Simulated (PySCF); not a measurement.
## Orbital energies and ionisation energy

Compound: C₆H₁₅NSi.
Geometry (PBE0-D3(BJ)/def2-SVP, Å), atoms numbered from 1 in this order:
```xyz
23
C6H15NSi angstrom
C      4.016   -0.500    0.064
N      3.108   -0.198   -1.003
C      1.870   -0.047   -0.760
Si     0.934   -0.153    0.908
C     -0.912    0.206    0.605
C     -1.651    0.113    1.944
C     -1.474   -0.833   -0.370
C     -1.068    1.614    0.024
H      3.553   -0.608    1.066
H      4.554   -1.433   -0.173
H      4.783    0.290    0.118
H      1.244    0.178   -1.646
H      1.088   -1.518    1.508
H      1.489    0.844    1.882
H     -1.281    0.857    2.668
H     -2.730    0.299    1.800
H     -1.547   -0.884    2.402
H     -2.554   -0.664   -0.528
H     -1.354   -1.860    0.011
H     -0.989   -0.783   -1.357
H     -2.134    1.836   -0.162
H     -0.685    2.385    0.713
H     -0.539    1.731   -0.935
```

Level: CAM-B3LYP/def2-SVPD (PySCF). Frontier orbitals with their largest atomic shares (Löwdin; up to four atoms above 4 %):

| orbital | ε (eV) | main atoms |
| --- | --- | --- |
| HOMO−3 | -10.93 | C5 21 %, C7 16 %, C8 16 %, Si4 7 % |
| HOMO−2 | -9.85 | N2 33 %, C3 26 %, C1 11 %, Si4 8 % |
| HOMO−1 | -9.38 | C5 30 %, Si4 20 %, C8 8 %, C7 8 % |
| HOMO | -8.14 | ? |
| LUMO | 0.32 | N2 31 %, C3 30 %, Si4 15 %, H12 5 % |
| LUMO+1 | 1.14 | Si4 19 %, C6 9 %, C7 9 %, C8 8 % |
| LUMO+2 | 1.60 | C1 21 %, Si4 10 %, C3 9 %, H10 7 % |

Question: What vertical ionisation energy does ΔSCF give, and how far is −ε(HOMO) from it?

Answer: ΔSCF: 8.82 eV (851 kJ/mol; threshold wavelength 141 nm); ⟨S²⟩ of the doublet left behind is 0.761, against 0.75 for a pure doublet. −ε(HOMO) is 8.14 eV, 0.68 eV below it. In exact Kohn–Sham theory the two would be equal; CAM-B3LYP (range-separated hybrid) falls short of its own ΔSCF value by 8 %. Holes in the HOMO−1 and HOMO−2 were tried too where these lie within 1.2 eV of the HOMO; the lowest converged state counts.

Question: On which atoms does the HOMO lie?

Answer: N2 (C=N nitrogen) 50 %, C3 (C=N carbon) 16 %, Si4 (SiH2 silicon) 10 %, C1 (N-methyl carbon) 8 %. The HOMO−1 lies 1.24 eV lower.

Question: How many of the 10 lowest singlet excitations (vertical TDDFT, same level) lie below the ionisation energy?

Answer: All 10; they run from 4.11 to 8.05 eV.

Question: With α = 110.3 au, estimate the like-pair dispersion coefficient by London's formula C6 = (3/4)α²I.

Answer: I = 0.3242 Eh, so C6 ≈ 2960 au, a rough estimate.

Isolated species at its PBE0-D3(BJ)/def2-SVP geometry (one conformer only).
